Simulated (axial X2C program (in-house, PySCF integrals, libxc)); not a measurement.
**Spin–orbit effects down a group: molecules with Se (ions), CCSD(T)**

All values come from calculations with an in-house all-electron X2C program for linear molecules (integrals from PySCF), spin-free (one-electron X2C) or two-component (2c: spin–orbit coupling with atomic mean-field Coulomb and Gaunt terms, which also bring small scalar terms), in Dyall basis sets with cores contracted in-house; open shells are unrestricted.

Basis sets: Be dyall-cv3z, Ca dyall-cv3z, Se dyall-cv3z, Sr dyall-cv3z. Frozen shells (counts by l): BeSe⁺ Se 3s2p1d, Be 1s, 7 electrons correlated; CaSe⁺ Se 3s2p1d, Ca 2s1p, 15 electrons correlated; SrSe⁺ Sr 3s2p1d, Se 3s2p1d, 15 electrons correlated. Coupled cluster in natural virtuals with an MP2 remainder. Where the outer core of a metal is frozen, bonds come out longer and ionisation energies lower. Frozen cores can differ along the series, which adds to the trend.

```
molecule   spin-free state  Re (Å)  ωe (cm⁻¹)  De (eV)  2c state  Re 2c (Å)  ωe 2c (cm⁻¹)  De 2c (eV)
   BeSe⁺  M_S = 1/2, Λ = 1   1.977      732.5     3.10   Ω = 3/2      1.979         727.9        3.08
   CaSe⁺  M_S = 1/2, Λ = 1   2.611      304.4     2.18   Ω = 3/2      2.613         303.4        2.16
   SrSe⁺  M_S = 1/2, Λ = 1   2.752      233.0     2.19   Ω = 3/2      2.752         232.4        2.17
```

Task: Work out the shifts from the spin-free to the two-component result.

Result: 

```tsv
molecule	2c state	ΔRe (Å)	Δωe (cm⁻¹)	ΔDe (eV)
BeSe⁺	Ω = 3/2	0.002	-4.6	-0.02
CaSe⁺	Ω = 3/2	0.002	-1.0	-0.02
SrSe⁺	Ω = 3/2	0.000	-0.6	-0.02
```

Shifts of one unit in the last digit are rounding.

Fragments in 2c: Se + Be+, Se + Ca+, Sr+ + Se. Each entry is the lowest single determinant of a limited PBE0 search at one distance. De goes to single-determinant-based atoms at the same level (for ions the charge split of lowest energy) and is withheld (n/a) where an atom does not fit its ground term or J level. Main or longest-lived isotopes. One determinant is a doubtful description, or other states lie close, for BeSe⁺; these need not be ground states, and all values refer to the states named.
